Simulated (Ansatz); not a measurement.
Geometry optimisation of `[AlH2][CH2][CH2][GaH2]`.

```yaml
crystal:
  periodic: [false, false, false]
  atoms:
    - {symbol: Al, position_ang: [-1.639400, 1.423290, 0.784600]}
    - {symbol: C, position_ang: [-0.696470, 0.133940, -0.421880]}
    - {symbol: C, position_ang: [0.610420, -0.090950, 0.382000]}
    - {symbol: Ga, position_ang: [1.679260, -1.431290, -0.735830]}
    - {symbol: H, position_ang: [-3.028360, 2.071740, 0.574620]}
    - {symbol: H, position_ang: [-0.883060, 1.822870, 2.081700]}
    - {symbol: H, position_ang: [-0.453330, 0.502830, -1.431690]}
    - {symbol: H, position_ang: [-1.201550, -0.831740, -0.588860]}
    - {symbol: H, position_ang: [0.387790, -0.467010, 1.390410]}
    - {symbol: H, position_ang: [1.147120, 0.856520, 0.529110]}
    - {symbol: H, position_ang: [0.948020, -1.927330, -2.061510]}
    - {symbol: H, position_ang: [3.129560, -2.062880, -0.502660]}
basis:
  gaussian: {orbitals: def2-TZVP}
hamiltonian: {xc: pbe0, dispersion: d4}
relax: {f_tol: 0.005, max_steps: 150}
```

```sh
$ ansatz run in.yaml --threads 4 --pin off --events-out ev --progress --plain
```

Output, abridged:

```
Functional definition: PBE0
mean field -61166.02625862 eV, -2247.8100051826 hartree, gradient 8.8e-6 eV, S^2 0.000000; 0 other end points of the search recorded, 0 dependent functions left out
relax step   1: F+E_penalty+E_count = -61166.24069886 eV  Δ(F+E_penalty+E_count) = +0.000e0 eV  max|allowed force component| = 8.226e-1 eV/Å  Δτ_max = 0.0000 Å  (28 SCF iters, accepted)
mean field -61166.23945014 eV, -2247.8178398264 hartree, gradient 1.8e-5 eV, S^2 0.000000; 0 other end points of the search recorded, 0 dependent functions left out
relax step   2: F+E_penalty+E_count = -61166.45017466 eV  Δ(F+E_penalty+E_count) = -2.095e-1 eV  max|allowed force component| = 4.305e-1 eV/Å  Δτ_max = 0.1945 Å  (29 SCF iters, accepted)
mean field -61166.29613982 eV, -2247.8199231338 hartree, gradient 2.1e-5 eV, S^2 0.000000; 0 other end points of the search recorded, 0 dependent functions left out
relax step   3: F+E_penalty+E_count = -61166.50652749 eV  Δ(F+E_penalty+E_count) = -5.635e-2 eV  max|allowed force component| = 3.474e-1 eV/Å  Δτ_max = 0.0928 Å  (29 SCF iters, accepted)
mean field -61166.31341684 eV, -2247.8205580525 hartree, gradient 2.1e-5 eV, S^2 0.000000; 0 other end points of the search recorded, 0 dependent functions left out
relax step   4: F+E_penalty+E_count = -61166.52345082 eV  Δ(F+E_penalty+E_count) = -1.692e-2 eV  max|allowed force component| = 1.427e-1 eV/Å  Δτ_max = 0.0795 Å  (29 SCF iters, accepted)
mean field -61166.32000395 eV, -2247.8208001243 hartree, gradient 2.1e-5 eV, S^2 0.000000; 0 other end points of the search recorded, 0 dependent functions left out
relax step   5: F+E_penalty+E_count = -61166.52942739 eV  Δ(F+E_penalty+E_count) = -5.977e-3 eV  max|allowed force component| = 4.446e-2 eV/Å  Δτ_max = 0.0427 Å  (31 SCF iters, accepted)
mean field -61166.32089332 eV, -2247.8208328081 hartree, gradient 2.1e-5 eV, S^2 0.000000; 0 other end points of the search recorded, 0 dependent functions left out
relax step   6: F+E_penalty+E_count = -61166.52946395 eV  Δ(F+E_penalty+E_count) = -3.655e-5 eV  max|allowed force component| = 1.105e-1 eV/Å  Δτ_max = 0.0424 Å  (30 SCF iters, accepted)
mean field -61166.32174457 eV, -2247.8208640908 hartree, gradient 2.1e-5 eV, S^2 0.000000; 0 other end points of the search recorded, 0 dependent functions left out
relax step   7: F+E_penalty+E_count = -61166.53047273 eV  Δ(F+E_penalty+E_count) = -1.009e-3 eV  max|allowed force component| = 7.823e-3 eV/Å  Δτ_max = 0.0098 Å  (31 SCF iters, accepted)
mean field -61166.32177009 eV, -2247.8208650290 hartree, gradient 2.1e-5 eV, S^2 0.000000; 0 other end points of the search recorded, 0 dependent functions left out
relax step   8: F+E_penalty+E_count = -61166.53048459 eV  Δ(F+E_penalty+E_count) = -1.187e-5 eV  max|allowed force component| = 2.051e-3 eV/Å  Δτ_max = 0.0030 Å  (31 SCF iters, accepted)
mean field -61166.32177009 eV, -2247.8208650289 hartree, gradient 7.3e-5 eV, S^2 0.000000; 1 other end points of the search recorded, 0 dependent functions left out
Total energy: -61166.53052814 eV, -2247.8285367456 hartree
Atom 0 at    -1.694503     1.491300     0.834963 Å, force     0.000911     0.000840    -0.000577 eV/Å
Atom 1 at    -0.687156     0.220780    -0.270622 Å, force     0.000846    -0.000050     0.001437 eV/Å
Atom 2 at     0.684395    -0.204908     0.268579 Å, force    -0.000389    -0.001899    -0.002051 eV/Å
Atom 3 at     1.697145    -1.501432    -0.831917 Å, force     0.000911     0.000223     0.000335 eV/Å
Atom 4 at    -3.122713     2.017160     0.365485 Å, force    -0.000231    -0.000051     0.000346 eV/Å
Atom 5 at    -1.089307     2.006717     2.214462 Å, force    -0.000864     0.000051     0.000490 eV/Å
Atom 6 at    -0.593690     0.656717    -1.275042 Å, force    -0.000199     0.000127    -0.001019 eV/Å
Atom 7 at    -1.330383    -0.654865    -0.436449 Å, force    -0.000010    -0.000569    -0.000086 eV/Å
Atom 8 at     0.598052    -0.642659     1.271356 Å, force    -0.000135    -0.000262     0.000550 eV/Å
Atom 9 at     1.338220     0.663044     0.420811 Å, force     0.000368     0.000530    -0.000237 eV/Å
Atom 10 at     1.066350    -2.064461    -2.163295 Å, force    -0.000708     0.000788     0.000565 eV/Å
Atom 11 at     3.133591    -1.987403    -0.398322 Å, force    -0.000501     0.000272     0.000245 eV/Å
Dipole moment:    -0.002804     0.005521     0.002024 e Å
```

Run time 35 s (4 threads of a server CPU on a shared host); peak host memory 0.57 GiB.
